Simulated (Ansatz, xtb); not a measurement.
# Two structures of F2GeOS

Structure X: `FS[O][Ge][F]`, a singlet. Structure Y: a singlet given by its coordinates. Both are isolated molecules in the gas phase, relaxed with PBE0-D3(BJ)/def2-SVP; the shapes shown needn't be the lowest conformers.

X (Å):

| atom | x (Å) | y (Å) | z (Å) |
| --- | --- | --- | --- |
| F | 0.4477 | -1.8200 | -1.4124 |
| F | 0.9694 | -0.8774 | 1.3236 |
| Ge | -0.6657 | -0.5250 | -1.7899 |
| O | -0.6239 | 0.3641 | -0.2158 |
| S | -0.0126 | 0.4217 | 1.2766 |

Y (Å):

```xyz
5

F    -3.2840    1.5904   -2.1801
F    -0.6512    1.9380   -0.8556
Ge   -0.0630    1.6444   -2.4784
O    -1.3682    2.7561   -3.3981
S    -2.3429    1.4911   -3.5014
```

Close contacts (Å): F1–S5 1.63, F2–Ge3 1.75, Ge3–O4 1.95, Ge3–S5 2.50, O4–S5 1.60.

Question: Which of the two would you expect CCSD(T)/def2-SVP + ΔMP2/def2-TZVPP electronic energies to favour?

Answer: Not settled: CCSD(T)/def2-SVP + ΔMP2/def2-TZVPP gives E(Y) − E(X) = −0.227 eV, but this leans on the basis-set step: CCSD(T) alone gives +0.059 eV.

Level by level:

| level | geometry | E(Y) − E(X) (eV) | departure from the last row (eV) | job, with rough time for the two |
| --- | --- | --- | --- | --- |
| PBE0-D3(BJ)/def2-SVP | PBE0-D3(BJ)/def2-SVP | −0.078 | +0.149 | optimisation, 57 s |
| HF/def2-SVP | PBE0-D3(BJ)/def2-SVP | +0.427 | +0.655 | part of the CCSD(T) run |
| MP2/def2-SVP | PBE0-D3(BJ)/def2-SVP | +0.015 | +0.242 | part of the CCSD(T) run |
| CCSD(T)/def2-SVP | PBE0-D3(BJ)/def2-SVP | +0.059 | +0.286 | single point |
| CCSD(T)/def2-SVP + ΔMP2/def2-TZVPP | PBE0-D3(BJ)/def2-SVP | −0.227 |  | single point, 42 s |

HF/def2-SVP, CCSD(T)/def2-SVP put the two in the other order. MP2/def2-SVP finds them nearly level. The largest departure from CCSD(T)/def2-SVP + ΔMP2/def2-TZVPP is that of HF/def2-SVP, 0.655 eV. Levels run at GFN2-xTB geometries aren't shown. The last row adds to CCSD(T) the change of the MP2 difference between the two basis sets, here −0.286 eV, a large step that makes the value less sure.

With harmonic frequencies from PBE0-D3(BJ)/def2-SVP (ideal gas, rigid rotor, one conformer each, 298.15 K, 1 atm): on the last row, ΔE + ΔZPE = −0.217 eV. A mode under 50 cm⁻¹ makes harmonic enthalpies and free energies unreliable, so none is given.

The correlated steps freeze 17 core orbitals; the filled d shell of Ge is correlated, in a basis made for valence electrons. Run with Ansatz 0.2.0; the last row on 1 thread of Arm Neoverse V1 on a shared host.
